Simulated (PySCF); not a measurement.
Frontier orbitals and the lowest excitations

Tetrakis(dimethylamino)silane, C8H24N4Si.
Structure used (PBE0-D3(BJ)/def2-SVP), in Å, numbered top down from 1:
```xyz
37
C8H24N4Si angstrom
C      0.9131    2.5697    0.6256
N     -0.0863    1.7415    0.0056
C     -1.2352    2.4646   -0.4677
Si    -0.0015    0.0062    0.0014
N     -0.5011   -0.6706    1.5214
C     -0.8540   -2.0566    1.6777
C     -0.4568    0.0660    2.7553
N      1.6607   -0.3578   -0.3511
C      2.4174    0.3481   -1.3506
C      2.3424   -1.4943    0.2060
N     -1.0775   -0.6896   -1.1717
C     -2.4902   -0.8363   -0.9434
C     -0.6605   -1.0308   -2.5043
H      1.2958    3.3396   -0.0739
H      1.7681    1.9585    0.9491
H      0.5270    3.1091    1.5154
H     -1.9180    1.7934   -1.0060
H     -0.9416    3.2694   -1.1702
H     -1.8076    2.9450    0.3523
H     -0.8620   -2.5611    0.7005
H     -1.8612   -2.1745    2.1254
H     -0.1456   -2.6024    2.3345
H     -0.2735    1.1317    2.5621
H     -1.4167   -0.0096    3.3032
H      0.3359   -0.2955    3.4421
H      2.6774   -0.2929   -2.2185
H      1.8438    1.2070   -1.7282
H      3.3721    0.7345   -0.9410
H      3.3291   -1.2071    0.6197
H      1.7578   -1.9300    1.0276
H      2.5263   -2.2941   -0.5409
H     -2.7393   -0.5685    0.0937
H     -3.0978   -0.1939   -1.6139
H     -2.8245   -1.8798   -1.1105
H      0.4339   -0.9844   -2.5895
H     -1.0895   -0.3572   -3.2742
H     -0.9689   -2.0609   -2.7710
```

Method used: TDDFT wB97X-D/def2-SVPD, vertical, gas phase, core orbitals frozen in the response (PySCF 2.14.0, density-fitted response routines).

Kohn–Sham orbitals with the atoms that hold most of them (Löwdin shares over 4%, at most four atoms; ? is withheld):

| orbital | ε (eV) | atoms |
| --- | --- | --- |
| HOMO-3 | -8.29 | N5 14%, N11 14%, N2 14%, N8 14% |
| HOMO-2 | -8.00 | N2 26%, N8 26%, Si4 5%, C3 4% |
| HOMO-1 | -7.99 | N11 27%, N5 26%, Si4 5%, C13 4% |
| HOMO | -7.72 | ? |
| LUMO | ? | ? |
| LUMO+1 | 2.73 | C6 8%, C1 8%, C9 8%, C12 8% |
| LUMO+2 | 2.76 | C7 10%, C13 10%, H26 6%, H16 5% |

Q: Which atoms hold the HOMO, and with what shares?

A: N5 (bonded to 2 C and Si) 16%; N8 (bonded to 2 C and Si) 16%; N2 (bonded to 2 C and Si) 16%; N11 (bonded to 2 C and Si) 15%.

Q: Give the leading atoms of the LUMO.

A: C13 (bonded to N and 3 H) 6%; C7 (bonded to N and 3 H) 6%; C3 (bonded to N and 3 H) 6%; C10 (bonded to N and 3 H) 6%.

Q: What is the LUMO energy, and the HOMO–LUMO gap?

A: ε(LUMO) = 2.12 eV; the gap is 9.83 eV (0.3613 hartree).

Q: How does S1 compare with the orbital gap of 9.83 eV?

A: S1 is at 6.04 eV (f = 0.0000), 3.80 eV below the gap, made of HOMO→LUMO (70%). 

Next come S2 at 6.19 eV (f 0.020), HOMO-1→LUMO (59%), HOMO→LUMO+2 (11%); S3 at 6.20 eV (f 0.021), HOMO-2→LUMO (58%), HOMO→LUMO+3 (11%); S4 at 6.33 eV (f 0.026), HOMO-3→LUMO (46%), HOMO→LUMO+1 (20%), HOMO-1→LUMO+3 (10%); S5 at 7.00 eV (f 0.0059), HOMO→LUMO+1 (35%), HOMO-1→LUMO+2 (10%), HOMO-2→LUMO+3 (9%).

Orbitals of the list HOMO-3 to LUMO+2 that lie within 0.01 eV of each other are written together with a slash and their weights summed (≥ marks a lower bound); for degenerate orbitals outside that list single weights are arbitrary.

One conformer stands for the species.

Without π bonds the low states are Rydberg-like; a valence basis with one diffuse set may place them up to an eV too high.
